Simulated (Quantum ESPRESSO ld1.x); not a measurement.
The numbers below are computed, except where a source is named.
Problem. The mean radii <r> (bohr) of the occupied orbitals of an atom or ion are listed with their occupations. Level of theory: scalar-relativistic Kohn-Sham, LDA (Slater exchange, Perdew-Wang correlation), spin-polarised, spherical densities, point nucleus (ld1.x of Quantum ESPRESSO 7.5).

| orbital | occ. | <r> |
|---|---|---|
| 1s up | 1 | 0.06101 |
| 1s down | 1 | 0.06100 |
| 2s up | 1 | 0.2787 |
| 2s down | 1 | 0.2783 |
| 2p up | 3 | 0.2457 |
| 2p down | 3 | 0.2455 |
| 3s up | 1 | 0.7536 |
| 3s down | 1 | 0.7575 |
| 3p up | 3 | 0.7567 |

Name the element and its charge. Open shells, if any, are filled with parallel spins first.

Solution. Z = 25, manganese, charge +10: Mn10+ in [Ne] 3s2 3p3. The 1s radius gives Z: for a bare nucleus <r> = (2 gamma + 1)/(2Z) with gamma = sqrt(1 - (Z/c)^2), 0.05933 bohr for Z = 25, and screening makes it slightly larger (0.06101 here). The occupations add up to 15, and the charge is Z minus that.
